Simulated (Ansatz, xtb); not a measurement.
**Relative energy of two isomers of GeH6NSi+**

We compare I, `[NH2+]=[SiH][GeH3]`, a singlet, with II, `[NH3+][SiH2][GeH]`, a singlet. Both are isolated ions in the gas phase, relaxed with PBE0-D3(BJ)/def2-SVP; the shapes shown needn't be the lowest conformers.

I (Å):

| atom | x (Å) | y (Å) | z (Å) |
| --- | --- | --- | --- |
| Ge | -0.8339 | 1.5114 | 0.9042 |
| N | 1.0007 | -1.5384 | 1.0215 |
| Si | 0.0681 | -0.4791 | 1.9014 |
| H | 1.2378 | -1.4107 | 0.0387 |
| H | 1.4014 | -2.3934 | 1.4077 |
| H | -0.0862 | -0.9581 | 3.2974 |
| H | -0.2452 | 2.6427 | 1.7473 |
| H | -0.3376 | 1.4707 | -0.5405 |
| H | -2.3457 | 1.3472 | 1.0620 |

II (Å):

```xyz
9

Ge   -1.2651    1.2908   -0.6489
N     0.3659   -1.2786    1.4630
Si   -0.0338    0.6240    1.3908
H    -0.4807   -1.8591    1.4496
H     0.8774   -1.5247    2.3194
H     0.9463   -1.5888    0.6750
H     1.3600    1.1360    1.5335
H    -1.1296    2.6980    0.0945
H    -0.7663    0.7330    2.6858
```

Quicker runs give these differences E(II) − E(I): GFN2-xTB +4.3 kcal/mol; HF/STO-3G +33.5 kcal/mol (at GFN2-xTB geometries); r2SCAN-D4/def2-SVP +6.9 kcal/mol (at GFN2-xTB geometries).

Task: Estimate E(II) − E(I) at the level CCSD(T)/def2-TZVP.

Result: Calculated at CCSD(T)/def2-TZVP: E(II) − E(I) = +8.1 kcal/mol, so structure I lies lower.

Level by level:

| level | geometry | E(II) − E(I) (kcal/mol) | departure from the last row (kcal/mol) | job, with rough time for the two |
| --- | --- | --- | --- | --- |
| GFN2-xTB | GFN2-xTB | +4.3 | −3.8 | optimisation, 0.2 s |
| HF/STO-3G | GFN2-xTB | +33.5 | +25.3 | single point, 0.24 s |
| r2SCAN-D4/def2-SVP | GFN2-xTB | +6.9 | −1.2 | single point, 1.5 s |
| PBE0-D3(BJ)/def2-SVP | PBE0-D3(BJ)/def2-SVP | +3.9 | −4.2 | optimisation, 47 s |
| HF/def2-TZVP | PBE0-D3(BJ)/def2-SVP | +6.4 | −1.8 | part of the CCSD(T) run |
| MP2/def2-TZVP | PBE0-D3(BJ)/def2-SVP | +10.5 | +2.4 | part of the CCSD(T) run |
| CCSD(T)/def2-TZVP | PBE0-D3(BJ)/def2-SVP | +8.1 |  | single point, 20 s |

As drawn, II has 1 N–Si, 1 N–H, 1 Si–H in place of 1 N=Si, 2 Ge–H.

The levels shown agree on the order. The largest departure from CCSD(T)/def2-TZVP is that of HF/STO-3G, 25.3 kcal/mol.

With harmonic frequencies from PBE0-D3(BJ)/def2-SVP (ideal gas, rigid rotor, one conformer each, 298.15 K, 1 atm): on the last row, ΔE + ΔZPE = +10.6, ΔH = +10.7, ΔG = +10.6 kcal/mol.

The correlated steps freeze 15 core orbitals; the filled d shell of Ge is correlated, in a basis made for valence electrons. Programs: Ansatz 0.2.0, xtb 6.7.1; the last row on 2 threads of Intel(R) Xeon(R) 6975P-C (Granite Rapids) on a shared host.
